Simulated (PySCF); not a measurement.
# Reading the logs of faulty runs: BGeH6Si

All numbers below are calculated, not measured. They come from PySCF 2.14.0, an open-source quantum chemistry program, on an isolated molecule that a program drew, which may never have been made. The molecule is BGeH6Si (charge 0, doublet), drawn as the SMILES string `[SiH2][BH][GeH3]`.

Each row is a Hartree-Fock (HF) and frozen-core CCSD(T) single point in the cc-pV(D+d)Z basis, meant for a local HF minimum. Run 1 is clean. Each other run has one planted mistake out of seven kinds, and not every kind appears here: one electron removed, one electron added, multiplicity raised by two, geometry at a saddle point, minimal basis STO-3G, one bond length entered in bohr, all coordinates scaled. The reference is restricted for singlets and unrestricted otherwise, and also for a bond in bohr. Adding or removing an electron swaps singlet and doublet. Electrons count all cores. HOMO and LUMO are orbital energies over both spins, the gradient is its largest component, and the lowest frequency (negative if imaginary) is given only where the gradient is small. Bond lengths are over the 8 bonds as drawn. T1 is the CCSD diagnostic: over 0.02 (restricted) or 0.045 (unrestricted) a single reference is doubtful. Germanium has the cc-pVDZ-PP basis, with a core potential (ECP10MDF) in place of its 10 inner electrons, and its 3s, 3p and 3d shells are frozen in CCSD(T).

Geometry of the clean run:
```xyz
9
BGeH6Si, angstrom
Si    2.5397    2.4072   -1.3076
B     1.8767    0.9817   -0.1714
Ge    1.6484   -0.9896   -0.8099
H     2.7107    3.8106   -0.8818
H     2.9379    2.2168   -2.7157
H     1.5832    1.2538    0.9589
H     2.5007   -1.9331    0.0539
H     0.1825   -1.4302   -0.6691
H     2.0589   -1.2043   -2.2753
```

| run | electrons | basis functions | <S^2> | HOMO (eV) | LUMO (eV) | gradient (hartree/bohr) | lowest frequency (cm^-1) | mean bond (Å) | longest bond (Å) | T1 | HF (hartree) | CCSD(T) (hartree) | mistake |
|---|---|---|---|---|---|---|---|---|---|---|---|---|---|
| 1 | 57 | 90 | 0.761 | -8.50 | 0.20 | 2.0e-05 | 79 | 1.5983 | 2.085 | 0.0155 | -610.41936 | -610.75914 | no fault |
| 2 | 57 | 90 | 3.782 | -5.69 | -2.07 | 4.6e-02 | - | 1.5983 | 2.085 | 0.0230 | -610.26930 | -610.59900 | multiplicity raised by two |
| 3 | 57 | 90 | 0.762 | -8.45 | 0.21 | 1.3e-02 | - | 1.6367 | 2.135 | 0.0165 | -610.41551 | -610.75692 | all coordinates scaled |
| 4 | 56 | 90 | 0.000 | -15.96 | -6.91 | 3.6e-02 | - | 1.5983 | 2.085 | 0.0161 | -610.13682 | -610.45648 | one electron removed |
| 5 | 57 | 90 | 1.597 | -8.45 | -0.04 | 1.0e-02 | - | 1.7626 | 2.790 | 0.0548 | -610.30445 | -610.64010 | ? |

**Which mistake was planted in run 5, and what did it cost?**

The mean bond changes by a factor of 1.103 and the longest by 1.338, so the molecule wasn't scaled as a whole. A length L in bohr read as angstrom grows by (1/0.5292 - 1) L = 0.890 L. The 8 bonds together grew by 8 x 0.1643 = 1.314 Å, which gives L = 1.477 Å. That is the length of one of the H-Si bonds, 1.477 Å in the clean geometry. So the mistake is: one bond length entered in bohr. Subtracting run 1 and multiplying by 627.51 kcal/mol a hartree, the energy moved by 72.1 kcal/mol in HF and 74.7 kcal/mol in CCSD(T).

Cautions from the logs. Run 5: T1 is over the limit, so its CCSD(T) energy is less reliable.
